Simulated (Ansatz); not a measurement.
Total energies of (4-methoxyphenyl)phenyliodonium, `COc1ccc([I+]c2ccccc2)cc1` from Ansatz at PBE-D4/def2-SVP, gas phase (1 Eh = 27.2114 eV = 2625.5 kJ/mol). The reference geometry is relaxed at PBE-D4/def2-SVP.

Cartesian coordinates in Å:
```
C 3.075 -3.630 1.823
O 1.713 -3.609 1.391
C 1.030 -2.460 1.404
C 1.559 -1.214 1.824
C 0.757 -0.067 1.800
C -0.569 -0.184 1.357
I -1.788 1.550 1.341
C -1.566 2.214 -0.694
C -2.531 1.806 -1.623
C -2.378 2.246 -2.948
C -1.293 3.063 -3.304
C -0.346 3.452 -2.343
C -0.473 3.030 -1.009
C -1.126 -1.407 0.938
C -0.317 -2.539 0.962
H 3.163 -3.328 2.889
H 3.707 -2.970 1.192
H 3.413 -4.675 1.712
H 2.596 -1.126 2.175
H 1.175 0.895 2.129
H -3.382 1.170 -1.340
H -3.120 1.945 -3.702
H -1.186 3.404 -4.344
H 0.501 4.096 -2.623
H 0.263 3.339 -0.252
H -2.169 -1.485 0.600
H -0.706 -3.518 0.646
```

| state | geometry | energy (Eh) |
| --- | --- | --- |
| charge 1 singlet | reference | -874.10771 |
| charge 0 doublet | reference | -874.26352 |
| charge 0 doublet | relaxed at PBE-D4/def2-SVP | -874.30396 |

In the def2 sets I takes a core potential; there is no spin–orbit coupling.

Work out the vertical electron affinity, to the doublet.

E(charge 1 singlet) − E(charge 0 doublet) = -874.10771 − (-874.26352) = 0.15581 Eh = 4.24 eV.

How much does the charge 0 doublet relax, and what is the adiabatic electron affinity?

Relaxation: -874.26352 − (-874.30396) = 0.04044 Eh = 1.10 eV. Adiabatic electron affinity: 0.19625 Eh = 5.34 eV, without zero-point energy. Bonds change on the way (1 lost, 0 formed), so the relaxed form is another species.
